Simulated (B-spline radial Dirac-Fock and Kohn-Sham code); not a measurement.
Method: Dirac-Fock energy differences between relaxed states, corrected for Breit and QED terms. Computed with a B-spline atomic structure program. Free neutral atoms.

Q: Order these X-ray lines by photon energy, lowest first.
A. Ti Lβ4
B. In Mγ
C. K Lβ6
D. K Lβ3
E. Ti Lγ5
F. Sc Lβ4

A: C (296.3 eV), D (362.4 eV), E (466.5 eV), F (470.7 eV), A (528.6 eV), B (651.8 eV).
